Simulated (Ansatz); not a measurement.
Ansatz (an electronic-structure program) input (HF/3-21G): The .json file is the Basis Set Exchange's 3-21G.

Ansatz 0.2 input:
```yaml
crystal:
  periodic: [false, false, false]
  atoms:
    - {symbol: Si, position_ang: [-1.59469844, 0.32106009, -0.37813138]}
    - {symbol: As, position_ang: [0.74500967, -0.14322088, 0.19360433]}
    - {symbol: H, position_ang: [-1.84664761, 1.78687081, -0.29218025]}
    - {symbol: H, position_ang: [-2.49080895, -0.38887780, 0.57708649]}
    - {symbol: H, position_ang: [1.33424687, 0.41410933, -1.08848425]}
    - {symbol: H, position_ang: [0.74366860, -1.58065465, -0.29152547]}
basis:
  gaussian:
    orbitals: 3-21G.json
hamiltonian:
  xc: {name: HF}
magnetization: {spin_polarized: true, initial_magnetization: 1}
phonons: {temperatures: {t_min: 298.15, t_max: 298.15, t_step: 100}}
```

Output:

```
Functional definition: HF
integrals: 0.00 GiB planned
450 factors; integrals over basis functions are off by at most 3.5e-4 eV
mean field: 0.13 GiB planned
mean field evaluation 1: about -68384.3333 eV, gradient 6.9e0 eV
mean field evaluation 2: about -68384.3354 eV, gradient 6.9e0 eV
mean field evaluation 4: about -68384.9915 eV, gradient 6.9e-1 eV
mean field evaluation 8: about -68385.0132 eV, gradient 1.4e-3 eV
mean field -68385.01318311 eV, -2513.1028814526 hartree, gradient 2.3e-5 eV, S^2 0.755182; 0 other end points of the search recorded, 0 dependent functions left out
the calculation of the forces begins
reference -68385.01318311 eV, -2513.1028814526 hartree; 26, 25 occupied and 18, 19 virtual orbitals, 450 factors
these checks for a lower state are left out or cut short: stability, starts, cluster_reference, orbital_swaps, neighbouring_geometries, increment
integrals: 0.00 GiB planned
450 factors; integrals over basis functions are off by at most 3.5e-4 eV
mean field: 0.13 GiB planned
mean field evaluation 16: about -68385.0132 eV, gradient 1.1e-5 eV
mean field -68385.01315323 eV, -2513.1028803543 hartree, gradient 2.4e-6 eV, S^2 0.755191; 0 other end points of the search recorded, 0 dependent functions left out
the calculation of the forces begins
reference -68385.01315323 eV, -2513.1028803543 hartree; 26, 25 occupied and 18, 19 virtual orbitals, 450 factors
these checks for a lower state are left out or cut short: stability, starts, cluster_reference, orbital_swaps, neighbouring_geometries, increment
integrals: 0.00 GiB planned
450 factors; integrals over basis functions are off by at most 3.5e-4 eV
mean field: 0.13 GiB planned
mean field -68385.01314505 eV, -2513.1028800540 hartree, gradient 2.4e-6 eV, S^2 0.755174; 0 other end points of the search recorded, 0 dependent functions left out
the calculation of the forces begins
reference -68385.01314505 eV, -2513.1028800540 hartree; 26, 25 occupied and 18, 19 virtual orbitals, 450 factors
these checks for a lower state are left out or cut short: stability, starts, cluster_reference, orbital_swaps, neighbouring_geometries, increment
integrals: 0.00 GiB planned
450 factors; integrals over basis functions are off by at most 3.5e-4 eV
mean field: 0.13 GiB planned
mean field evaluation 32: about -68385.0131 eV, gradient 1.1e-5 eV
mean field -68385.01311585 eV, -2513.1028789807 hartree, gradient 2.4e-6 eV, S^2 0.755194; 0 other end points of the search recorded, 0 dependent functions left out
the calculation of the forces begins
reference -68385.01311585 eV, -2513.1028789807 hartree; 26, 25 occupied and 18, 19 virtual orbitals, 450 factors
these checks for a lower state are left out or cut short: stability, starts, cluster_reference, orbital_swaps, neighbouring_geometries, increment
integrals: 0.00 GiB planned
450 factors; integrals over basis functions are off by at most 3.5e-4 eV
mean field: 0.13 GiB planned
mean field -68385.01311315 eV, -2513.1028788814 hartree, gradient 2.4e-6 eV, S^2 0.755171; 0 other end points of the search recorded, 0 dependent functions left out
the calculation of the forces begins
reference -68385.01311315 eV, -2513.1028788814 hartree; 26, 25 occupied and 18, 19 virtual orbitals, 450 factors
these checks for a lower state are left out or cut short: stability, starts, cluster_reference, orbital_swaps, neighbouring_geometries, increment
integrals: 0.00 GiB planned
450 factors; integrals over basis functions are off by at most 3.5e-4 eV
mean field: 0.13 GiB planned
mean field -68385.01312243 eV, -2513.1028792225 hartree, gradient 2.4e-6 eV, S^2 0.755166; 0 other end points of the search recorded, 0 dependent functions left out
the calculation of the forces begins
reference -68385.01312243 eV, -2513.1028792225 hartree; 26, 25 occupied and 18, 19 virtual orbitals, 450 factors
these checks for a lower state are left out or cut short: stability, starts, cluster_reference, orbital_swaps, neighbouring_geometries, increment
integrals: 0.00 GiB planned
450 factors; integrals over basis functions are off by at most 3.5e-4 eV
mean field: 0.13 GiB planned
mean field -68385.01312871 eV, -2513.1028794535 hartree, gradient 2.4e-6 eV, S^2 0.755199; 0 other end points of the search recorded, 0 dependent functions left out
the calculation of the forces begins
reference -68385.01312871 eV, -2513.1028794535 hartree; 26, 25 occupied and 18, 19 virtual orbitals, 450 factors
these checks for a lower state are left out or cut short: stability, starts, cluster_reference, orbital_swaps, neighbouring_geometries, increment
integrals: 0.00 GiB planned
450 factors; integrals over basis functions are off by at most 3.5e-4 eV
mean field: 0.13 GiB planned
mean field evaluation 64: about -68385.0131 eV, gradient 2.3e-6 eV
[...]
450 factors; integrals over basis functions are off by at most 3.5e-4 eV
mean field: 0.13 GiB planned
mean field -68385.01313405 eV, -2513.1028796494 hartree, gradient 2.4e-6 eV, S^2 0.755190; 0 other end points of the search recorded, 0 dependent functions left out
the calculation of the forces begins
reference -68385.01313405 eV, -2513.1028796494 hartree; 26, 25 occupied and 18, 19 virtual orbitals, 450 factors
these checks for a lower state are left out or cut short: stability, starts, cluster_reference, orbital_swaps, neighbouring_geometries, increment
integrals: 0.00 GiB planned
450 factors; integrals over basis functions are off by at most 3.5e-4 eV
mean field: 0.13 GiB planned
mean field -68385.01317577 eV, -2513.1028811829 hartree, gradient 1.1e-6 eV, S^2 0.755176; 0 other end points of the search recorded, 0 dependent functions left out
the calculation of the forces begins
reference -68385.01317577 eV, -2513.1028811829 hartree; 26, 25 occupied and 18, 19 virtual orbitals, 450 factors
these checks for a lower state are left out or cut short: stability, starts, cluster_reference, orbital_swaps, neighbouring_geometries, increment
integrals: 0.00 GiB planned
450 factors; integrals over basis functions are off by at most 3.5e-4 eV
mean field: 0.13 GiB planned
mean field -68385.01317568 eV, -2513.1028811795 hartree, gradient 1.2e-6 eV, S^2 0.755189; 0 other end points of the search recorded, 0 dependent functions left out
the calculation of the forces begins
reference -68385.01317568 eV, -2513.1028811795 hartree; 26, 25 occupied and 18, 19 virtual orbitals, 450 factors
these checks for a lower state are left out or cut short: stability, starts, cluster_reference, orbital_swaps, neighbouring_geometries, increment
integrals: 0.00 GiB planned
450 factors; integrals over basis functions are off by at most 3.5e-4 eV
mean field: 0.13 GiB planned
mean field -68385.01312614 eV, -2513.1028793589 hartree, gradient 2.4e-6 eV, S^2 0.755185; 0 other end points of the search recorded, 0 dependent functions left out
the calculation of the forces begins
reference -68385.01312614 eV, -2513.1028793589 hartree; 26, 25 occupied and 18, 19 virtual orbitals, 450 factors
these checks for a lower state are left out or cut short: stability, starts, cluster_reference, orbital_swaps, neighbouring_geometries, increment
integrals: 0.00 GiB planned
450 factors; integrals over basis functions are off by at most 3.5e-4 eV
mean field: 0.13 GiB planned
mean field evaluation 96: about -68385.0131 eV, gradient 1.2e-4 eV
mean field -68385.01312841 eV, -2513.1028794424 hartree, gradient 2.4e-6 eV, S^2 0.755180; 0 other end points of the search recorded, 0 dependent functions left out
the calculation of the forces begins
reference -68385.01312841 eV, -2513.1028794424 hartree; 26, 25 occupied and 18, 19 virtual orbitals, 450 factors
these checks for a lower state are left out or cut short: stability, starts, cluster_reference, orbital_swaps, neighbouring_geometries, increment
integrals: 0.00 GiB planned
450 factors; integrals over basis functions are off by at most 3.5e-4 eV
mean field: 0.13 GiB planned
mean field -68385.01317878 eV, -2513.1028812935 hartree, gradient 2.1e-6 eV, S^2 0.755181; 0 other end points of the search recorded, 0 dependent functions left out
the calculation of the forces begins
reference -68385.01317878 eV, -2513.1028812935 hartree; 26, 25 occupied and 18, 19 virtual orbitals, 450 factors
these checks for a lower state are left out or cut short: stability, starts, cluster_reference, orbital_swaps, neighbouring_geometries, increment
integrals: 0.00 GiB planned
450 factors; integrals over basis functions are off by at most 3.5e-4 eV
mean field: 0.13 GiB planned
mean field -68385.01318096 eV, -2513.1028813736 hartree, gradient 1.5e-6 eV, S^2 0.755184; 0 other end points of the search recorded, 0 dependent functions left out
the calculation of the forces begins
reference -68385.01318096 eV, -2513.1028813736 hartree; 26, 25 occupied and 18, 19 virtual orbitals, 450 factors
these checks for a lower state are left out or cut short: stability, starts, cluster_reference, orbital_swaps, neighbouring_geometries, increment
integrals: 0.00 GiB planned
450 factors; integrals over basis functions are off by at most 3.5e-4 eV
mean field: 0.13 GiB planned
mean field -68385.01316884 eV, -2513.1028809281 hartree, gradient 1.8e-6 eV, S^2 0.755186; 0 other end points of the search recorded, 0 dependent functions left out
the calculation of the forces begins
reference -68385.01316884 eV, -2513.1028809281 hartree; 26, 25 occupied and 18, 19 virtual orbitals, 450 factors
these checks for a lower state are left out or cut short: stability, starts, cluster_reference, orbital_swaps, neighbouring_geometries, increment
integrals: 0.00 GiB planned
450 factors; integrals over basis functions are off by at most 3.5e-4 eV
mean field: 0.13 GiB planned
mean field -68385.01316967 eV, -2513.1028809587 hartree, gradient 2.4e-6 eV, S^2 0.755178; 0 other end points of the search recorded, 0 dependent functions left out
the calculation of the forces begins
reference -68385.01316967 eV, -2513.1028809587 hartree; 26, 25 occupied and 18, 19 virtual orbitals, 450 factors
these checks for a lower state are left out or cut short: stability, starts, cluster_reference, orbital_swaps, neighbouring_geometries, increment
integrals: 0.00 GiB planned
450 factors; integrals over basis functions are off by at most 3.5e-4 eV
mean field: 0.13 GiB planned
mean field -68385.01316899 eV, -2513.1028809337 hartree, gradient 9.2e-6 eV, S^2 0.755183; 0 other end points of the search recorded, 0 dependent functions left out
the calculation of the forces begins
reference -68385.01316899 eV, -2513.1028809337 hartree; 26, 25 occupied and 18, 19 virtual orbitals, 450 factors
these checks for a lower state are left out or cut short: stability, starts, cluster_reference, orbital_swaps, neighbouring_geometries, increment
integrals: 0.00 GiB planned
450 factors; integrals over basis functions are off by at most 3.5e-4 eV
mean field: 0.13 GiB planned
mean field evaluation 128: about -68385.0101 eV, gradient 5.5e-2 eV
mean field -68385.01316945 eV, -2513.1028809506 hartree, gradient 9.3e-6 eV, S^2 0.755181; 0 other end points of the search recorded, 0 dependent functions left out
the calculation of the forces begins
reference -68385.01316945 eV, -2513.1028809506 hartree; 26, 25 occupied and 18, 19 virtual orbitals, 450 factors
these checks for a lower state are left out or cut short: stability, starts, cluster_reference, orbital_swaps, neighbouring_geometries, increment
integrals: 0.00 GiB planned
450 factors; integrals over basis functions are off by at most 3.5e-4 eV
mean field: 0.13 GiB planned
mean field -68385.01314474 eV, -2513.1028800423 hartree, gradient 2.4e-6 eV, S^2 0.755186; 0 other end points of the search recorded, 0 dependent functions left out
the calculation of the forces begins
reference -68385.01314474 eV, -2513.1028800423 hartree; 26, 25 occupied and 18, 19 virtual orbitals, 450 factors
these checks for a lower state are left out or cut short: stability, starts, cluster_reference, orbital_swaps, neighbouring_geometries, increment
integrals: 0.00 GiB planned
450 factors; integrals over basis functions are off by at most 3.5e-4 eV
mean field: 0.13 GiB planned
mean field -68385.01314244 eV, -2513.1028799580 hartree, gradient 2.4e-6 eV, S^2 0.755178; 0 other end points of the search recorded, 0 dependent functions left out
the calculation of the forces begins
reference -68385.01314244 eV, -2513.1028799580 hartree; 26, 25 occupied and 18, 19 virtual orbitals, 450 factors
Total energy: -68385.01318311 eV, -2513.1028814526 hartree
Atom 0 at    -1.594698     0.321060    -0.378131 Å, force     0.000678     0.000427     0.001572 eV/Å
Atom 1 at     0.745010    -0.143221     0.193604 Å, force    -0.000710    -0.000294    -0.001261 eV/Å
Atom 2 at    -1.846648     1.786871    -0.292180 Å, force     0.000014    -0.000534    -0.000434 eV/Å
Atom 3 at    -2.490809    -0.388878     0.577086 Å, force     0.000183     0.000038    -0.000662 eV/Å
Atom 4 at     1.334247     0.414109    -1.088484 Å, force    -0.000163    -0.000089     0.000501 eV/Å
Atom 5 at     0.743669    -1.580655    -0.291525 Å, force    -0.000003     0.000452     0.000285 eV/Å
Dipole moment:    -0.069452    -0.051671    -0.180796 e Å
Vibrations: 126.67 321.69 493.41 546.32 743.52 795.55 959.08 1073.82 2193.11 2197.99 2253.59 2272.69 cm⁻¹, zero-point energy 0.866493 eV
```

The blocks after the first are displaced geometries, from whose forces the wavenumbers follow.
